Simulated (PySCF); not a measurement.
**Cost of response and excited-state runs on SMILES C=C(C)/C(C)=C/CF, C7H11F**

Geometry:
```csv
atom,x (Å),y (Å),z (Å)
C1,-0.044,-2.271,-0.662
C2,0.439,-1.034,-0.557
C3,1.646,-0.625,-1.352
C4,-0.187,-0.026,0.310
C5,-1.089,-0.519,1.408
C6,0.015,1.280,0.119
C7,-0.608,2.372,0.930
F8,-0.216,3.600,0.454
H9,0.419,-2.998,-1.306
H10,-0.922,-2.604,-0.138
H11,2.111,-1.496,-1.806
H12,2.376,-0.127,-0.716
H13,1.363,0.062,-2.149
H14,-1.164,0.211,2.208
H15,-0.708,-1.449,1.822
H16,-2.091,-0.700,1.021
H17,0.648,1.642,-0.675
H18,-1.704,2.353,0.876
H19,-0.296,2.337,1.982
```

PySCF with density fitting, on 1 thread of an Arm Neoverse V2, shared host. Command: `OMP_NUM_THREADS=1 python excited_run.py task.json out`

Question: How long does this run take, and how much memory?
- vibronic structure, PBE0/def2-SVP; full response; writes grids

Answer: 
```
               run          level  basis functions  wall time  peak memory (GiB)
vibronic structure  PBE0/def2-SVP              167       37 s               0.89
```
Times from a shared host are rough.
